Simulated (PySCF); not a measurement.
GaH₂Cl, SMILES [Cl][GaH2].

Geometry optimised at B3LYP-D3(BJ)/def2-TZVP.

Two levels are set side by side: PBE/def2-TZVPD (PySCF) and HF/def2-TZVPD (PySCF). Same geometry, gas phase. Differences are taken from unrounded values.

```
quantity                         HF
---------------------------  ------
orbital gap (eV)              12.42
highest occupied level (eV)  -11.62
lowest empty level (eV)        0.80
dipole moment (D)              2.29
mean polarisability (bohr³)    41.0
```

Q: What does PBE give, and how far is it from HF? (An estimate is asked for; the answer gives what the named calculation found.)

A: 
| quantity | PBE | PBE minus HF |
|---|---|---|
| orbital gap (eV) | 4.48 | -7.94 |
| highest occupied level (eV) | -7.16 | 4.46 |
| lowest empty level (eV) | -2.68 | -3.48 |
| dipole moment (D) | 1.96 | -0.33 |
| mean polarisability (bohr³) | 46.7 | 5.7 |

Without exact exchange PBE keeps part of each electron's self-repulsion, which lifts occupied levels and narrows the gap. Loosely held outer electrons make PBE densities more polarisable. Differences between two approximate levels are no errors against the true value.

Rough cost on one machine, each run with all the roots and properties that it gave: HF against PBE about 1/3.
